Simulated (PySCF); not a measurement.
# Telling isomers of C$_{6}$H$_{8}$N$_{2}$OSi apart by NMR

One averaged value for each set of equivalent atoms, isolated molecule, non-relativistic, one conformer. PBE0-D3(BJ)/def2-SVP structure; PBE0/pcSseg-1 with gauge-including orbitals; PySCF.

Referencing at the same level of theory: TMS for ¹H, ¹³C. Where no couplings were computed, multiplicities follow the n + 1 count of equivalent neighbours, and m marks all less simple cases (inequivalent or close neighbours, rings, F or P nearby). Shifts are as computed. Against solution values, carbons near 30 ppm lie about +2 ppm off and those near 130 ppm about +5 ppm. Of 1211 compounds with measured shifts, 218 miss one by over three times the rms of a fit or turn the order of signals round; such compounds aren't used in these exercises.

(1) Tabulate the signals of `C#C[SiH2]n1cncc1OC`, `C#Cc1nccn1[SiH2]OC` and their relative energies.

(2) What is the quickest way to tell C#C[SiH2]n1cncc1OC from C#Cc1nccn1[SiH2]OC?

Results:

(1) 
```tsv
SMILES	carbon types	δC	δH	E rel. (kcal/mol)
C#C[SiH2]n1cncc1OC	2×C 3×CH 1×CH3	157.4, 134.6, 108.5, 107.7, 81.5, 56.3	7.16 (m, 1H), 6.31 (m, 1H), 5.10 (d, 2H), 3.74 (s, 3H), 2.61 (t, 1H)	21.4
C#Cc1nccn1[SiH2]OC	2×C 3×CH 1×CH3	137.3, 134.0, 126.6, 87.6, 79.0, 52.5	7.26 (m, 1H), 7.10 (m, 1H), 5.42 (s, 2H), 3.84 (s, 3H), 3.23 (s, 1H)	0.0
```

Energies are electronic energies at PBE0/pcSseg-1 on these geometries, without zero-point or thermal terms, each for the one conformer computed, which needn't be the lowest.

(2) Both give the same number of carbon signals, with the same numbers of each carbon type, so the positions decide. The first has an aromatic carbon bearing oxygen (C) at 157.4 ppm, the second a substituted aromatic carbon next to a ring nitrogen (C) at 134.0 ppm. Their most deshielded carbons lie at 157.4 and 137.3 ppm.
